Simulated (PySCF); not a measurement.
C5H7N, SMILES c1ccn(C)c1.

The structure is a stationary point at PBE-D3(BJ)/def2-SVP.

Computed with PBE/def2-TZVP (PySCF).

Gas-phase values at a fixed geometry.

- total energy: -249.24675 hartree
- point group: Cs
- highest occupied level: -5.00 eV
- lowest empty level: -0.15 eV
- orbital gap: 4.85 eV
- dipole moment: 2.11 D
- quadrupole, principal values (traceless, Buckingham form, about the centre of nuclear charge): -7.32, 2.47, 4.84 D·Å
- mean static polarisability: 66.0 bohr³ (9.78 Å³)
- polarisability, principal values: 44.0, 71.5, 82.5 bohr³
